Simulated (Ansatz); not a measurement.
Job for Ansatz (a quantum-chemistry and plane-wave program): R-B3LYP/def2-TZVPPD on C2H5FO (a complex). Files ending in .json are basis or fitting sets from the Basis Set Exchange.

Ansatz 0.2 input:
```yaml
crystal:
  periodic: [false, false, false]
  atoms:
    - {symbol: C, position_ang: [-0.54141864, -0.18690799, -0.15051109]}
    - {symbol: F, position_ang: [-0.44071388, 1.03880306, 0.51341912]}
    - {symbol: H, position_ang: [-0.57961257, -0.98034120, 0.59481929]}
    - {symbol: H, position_ang: [-1.45219744, -0.17877317, -0.74912557]}
    - {symbol: H, position_ang: [0.33353868, -0.30306221, -0.79000988]}
    - {symbol: C, position_ang: [-0.38907432, 0.41972449, 3.21131316]}
    - {symbol: O, position_ang: [-0.47166722, -0.77692420, 3.15020069]}
    - {symbol: H, position_ang: [-1.28265088, 1.06747595, 3.27483332]}
    - {symbol: H, position_ang: [0.58541601, 0.94172355, 3.21160048]}
basis:
  gaussian:
    orbitals: def2-TZVPPD.json
hamiltonian:
  xc: {name: B3LYP}
scf: {lower_state_search: off}
```

### Question
Predict the final total energy.

### Answer
-254.3685 hartree.
